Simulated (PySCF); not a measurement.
Species: B2ClH7P2.
Bonds: Cl1–B2, B2–P3, P3–B4, B4–P5, B2–P5. Hydrogens: H6 on B2; H7, H8 on P3; H9, H10 on B4; H11, H12 on P5.

Method: PBE0-D3(BJ)/def2-SVP geometry optimisation, gas phase (PySCF); density fitting, grid level 1; the optimiser is geomeTRIC in internal coordinates, started from a GFN2-xTB structure with every atom displaced at random (about 0.01 Å).

Step 2: E = -32544.8007 eV
```
atom  x, y, z in Å  |  force x, y, z in eV/Å
Cl1    -0.1289   -2.9760   -0.0502    0.002  -0.051   0.003
B2      0.0128   -1.2578   -0.6005    0.026   0.136   0.006
P3      1.3276   -0.0455    0.2842   -0.032  -0.050  -0.032
B4      0.0430    1.4501    0.2179    0.031   0.024  -0.027
P5     -1.3468    0.0755   -0.0171   -0.035  -0.060   0.005
H6      0.1626   -1.0868   -1.7969   -0.012   0.031   0.025
H7      1.6595   -0.4737    1.5918    0.003   0.018   0.002
H8      2.6078    0.1057   -0.3015    0.001  -0.006   0.008
H9      0.1945    2.0090   -0.8539   -0.010  -0.043   0.017
H10    -0.0373    2.1679    1.1881    0.005   0.005   0.002
H11    -2.4644    0.3375   -0.8474    0.019  -0.016  -0.007
H12    -1.9811   -0.3083    1.1891    0.004   0.014  -0.001
```

Step 3: E = -32544.8031 eV
```
atom  x, y, z in Å  |  force x, y, z in eV/Å
Cl1    -0.1254   -2.9761   -0.0649    0.008   0.006  -0.034
B2      0.0126   -1.2478   -0.5991    0.000  -0.034   0.084
P3      1.3265   -0.0484    0.2889    0.005  -0.009  -0.034
B4      0.0446    1.4466    0.2144   -0.005   0.014   0.053
P5     -1.3501    0.0715   -0.0105    0.020   0.004   0.008
H6      0.1581   -1.0605   -1.7914    0.000   0.024  -0.026
H7      1.6593   -0.4694    1.5981   -0.007   0.000   0.009
H8      2.6066    0.0984   -0.2972    0.004  -0.002   0.005
H9      0.1952    1.9894   -0.8622   -0.006   0.002  -0.037
H10    -0.0314    2.1736    1.1790    0.000  -0.002  -0.020
H11    -2.4617    0.3262   -0.8479   -0.017  -0.003  -0.015
H12    -1.9851   -0.3059    1.1963   -0.003   0.001   0.008
```

Step 4: E = -32544.8040 eV
```
atom  x, y, z in Å  |  force x, y, z in eV/Å
Cl1    -0.1219   -2.9789   -0.0809    0.008   0.026  -0.040
B2      0.0128   -1.2436   -0.5968   -0.012  -0.089   0.082
P3      1.3259   -0.0507    0.2930    0.019   0.016  -0.031
B4      0.0457    1.4455    0.2117   -0.015   0.003   0.051
P5     -1.3512    0.0694   -0.0043    0.029   0.025  -0.004
H6      0.1555   -1.0426   -1.7875    0.002   0.018  -0.024
H7      1.6570   -0.4678    1.6038   -0.010  -0.003   0.009
H8      2.6070    0.0929   -0.2921    0.004  -0.002   0.006
H9      0.1940    1.9768   -0.8709   -0.004   0.008  -0.033
H10    -0.0282    2.1804    1.1702    0.000   0.001  -0.019
H11    -2.4605    0.3195   -0.8462   -0.019  -0.001  -0.005
H12    -1.9868   -0.3034    1.2035   -0.003  -0.003   0.008
```

**Question.** Estimate the geometry and energy of step 5. (The exact step hangs on the optimiser's Hessian estimate; all steps are aligned on step 4, rigid shifts and turns removed.)

**Answer.** E = -32544.8053 eV, largest force 0.116 eV/Å
```
atom  x, y, z in Å  |  force x, y, z in eV/Å
Cl1    -0.1151   -2.9861   -0.1157    0.006   0.033  -0.030
B2      0.0133   -1.2398   -0.5921   -0.021  -0.106   0.042
P3      1.3253   -0.0540    0.3001    0.027   0.040  -0.018
B4      0.0474    1.4444    0.2061   -0.020  -0.016   0.017
P5     -1.3517    0.0664    0.0073    0.025   0.036  -0.022
H6      0.1511   -1.0117   -1.7798    0.003   0.007  -0.006
H7      1.6491   -0.4646    1.6151   -0.011  -0.003   0.005
H8      2.6094    0.0827   -0.2796    0.004  -0.002   0.007
H9      0.1907    1.9548   -0.8885    0.000   0.008  -0.006
H10    -0.0230    2.1947    1.1519    0.001   0.007  -0.008
H11    -2.4599    0.3088   -0.8391   -0.014   0.001   0.014
H12    -1.9874   -0.2982    1.2177    0.001  -0.004   0.006
```

The energy changes by -0.0013 eV. The first-order estimate −F·Δx gives -0.0020 eV and the mean of the old and new forces, exact on a quadratic surface, -0.0013 eV. The step makes an angle of 80° with the force vector and moves no atom by more than 0.036 Å.

What follows is the cost of the whole optimisation. Time: 39 s wall; peak memory 0.52 GiB. Hardware: Arm Neoverse V2, one thread, no GPU, on a shared host.
